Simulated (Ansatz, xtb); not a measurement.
# C4H6F4O: which of two isomers lies lower

We compare a, `C[C@](O)(CF)C(F)(F)F`, a singlet, with b, `CO[C@](C)(F)C(F)(F)F`, a singlet. Both are isolated molecules in the gas phase, relaxed with PBE-D3(BJ)/def2-SVP, each in the lowest conformer that the search found.

**Question.** Which of the two would you expect CCSD(T)/def2-SVP + ΔMP2/def2-TZVPP electronic energies to favour?

**Answer.** Structure a; the calculation gives E(b) − E(a) = +23.2 kJ/mol.

How the difference moves with the method:

```tsv
level	geometry	E(b) − E(a) (kJ/mol)	departure from the last row (kJ/mol)	job, with rough time for the two
GFN2-xTB	GFN2-xTB	+1.6	−21.6	optimisation, 0.16 s
HF/STO-3G	GFN2-xTB	−22.5	−45.6	single point, 0.5 s
r2SCAN-D4/def2-SVP	GFN2-xTB	+8.1	−15.0	single point, 4.8 s
PBE-D3(BJ)/def2-SVP	PBE-D3(BJ)/def2-SVP	+9.8	−13.4	optimisation, 28 s
HF/def2-SVP	PBE-D3(BJ)/def2-SVP	+8.8	−14.3	part of the CCSD(T) run
MP2/def2-SVP	PBE-D3(BJ)/def2-SVP	+20.0	−3.1	part of the CCSD(T) run
CCSD(T)/def2-SVP	PBE-D3(BJ)/def2-SVP	+15.9	−7.2	single point
CCSD(T)/def2-SVP + ΔMP2/def2-TZVPP	PBE-D3(BJ)/def2-SVP	+23.2		single point, 3.4 min
```

As drawn, b has 1 C–O, 1 C–H in place of 1 C–C, 1 O–H.

HF/STO-3G puts the two in the other order. GFN2-xTB finds them nearly level. The largest departure from CCSD(T)/def2-SVP + ΔMP2/def2-TZVPP is that of HF/STO-3G, 45.6 kJ/mol. The last row adds to CCSD(T) the change of the MP2 difference between the two basis sets, here +7.2 kJ/mol.

With thermal terms from frequencies at re-optimised GFN2-xTB minima (ideal gas, soft modes damped towards free rotors, one conformer each, 298.15 K, 1 atm): on the last row, ΔE + ΔZPE = +21.7, ΔH = +22.0, ΔG = +21.6 kJ/mol.

The correlated steps freeze 9 core orbitals. Codes used: Ansatz 0.2.0, xtb 6.7.1; the last row on 4 threads of Arm Neoverse V1 on a shared host.
